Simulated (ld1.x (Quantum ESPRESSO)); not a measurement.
# indium (In), ultrasoft: configuration errors across variants

In, ultrasoft, made with ld1.x (Quantum ESPRESSO) 7.5 (PBE, fully relativistic). Core [Kr] 4d10, reference 5s2 5p1. Waves: 5s (bound): rcut 1.70, rcutus 2.15 bohr; 5s channel at -0.15 Ry: rcut 1.70, rcutus 2.15 bohr; 5p (bound): rcut 2.00, rcutus 2.50 bohr; 5p channel at 2.95 Ry: rcut 2.00, rcutus 2.50 bohr; 5d channel at -0.1 Ry: rcut 2.40, rcutus 2.85 bohr; 5d channel at 2.55 Ry: rcut 2.40, rcutus 2.85 bohr. Local part: all-electron potential smoothed inside 1.80 bohr (lloc = -1). Core correction: a·sin(br)/r model core inside 1.85 bohr. Augmentation charge: PSQ, radius 1.85 bohr.

Open shells are filled in proportion to 2j + 1 (rel_dist='average').

All-electron excitation energies from the reference (eV): (1) 5s2 5p0 5.374; (2) 5s1 5p0 24.609; (3) 5s2 5p0.5 1.945; (4) 5s0 5p3 11.921; (5) 5s2 5p1.3 -0.534; (6) 5s1 5p1 11.953; (7) 5s1 5p2 5.829.

A true bound ghost makes a file unfit for plane-wave use even where its test errors are small: the radial tests pick states by their node count and pass the ghost by.

Errors AE − PS in meV (a dash: test not solved or not reliable):

| change | (1) | (2) | (3) | (4) | (5) | (6) | (7) | bound ghosts |
| --- | --- | --- | --- | --- | --- | --- | --- | --- |
| base | -16 | -234 | -2.4 | -83 | -0.3 | -67 | -21 | d5/2 |
| core correction none | +24 | +93 | +6.2 | +134 | +1.0 | +9.4 | +26 | d5/2 |
| core correction a·sin(br)/r model core inside 1.04 bohr | -17 | -245 | -2.5 | -85 | -0.3 | -68 | -22 | d5/2 |
| core correction a·sin(br)/r model core inside 1.28 bohr | -17 | -243 | -2.5 | -85 | -0.3 | -68 | -22 | d5/2 |
| core correction a·sin(br)/r model core inside 1.48 bohr | -16 | -242 | -2.5 | -85 | -0.3 | -68 | -22 | d5/2 |
| core correction a·sin(br)/r model core inside 1.74 bohr | -16 | -237 | -2.5 | -84 | -0.3 | -67 | -22 | d5/2 |
| core correction a·sin(br)/r model core inside 1.98 bohr | -16 | -231 | -2.4 | -81 | -0.3 | -66 | -21 | d5/2 |
| core correction a·sin(br)/r model core inside 2.18 bohr | -15 | -224 | -2.3 | -69 | -0.3 | -64 | -19 | d5/2 |
| core correction a·sin(br)/r model core inside 2.42 bohr | -15 | -202 | -2.4 | -38 | -0.3 | -57 | -12 | d5/2 |
| core correction a·sin(br)/r model core inside 2.62 bohr | -14 | -173 | -2.4 | -5.4 | -0.3 | -47 | -4.3 | d5/2 |

(1) Give the same row for: core correction a·sin(br)/r model core inside 0.88 bohr.

## Answers

(1) -17, -245, -2.5, -85, -0.3, -68, -22; bound ghosts: d5/2.
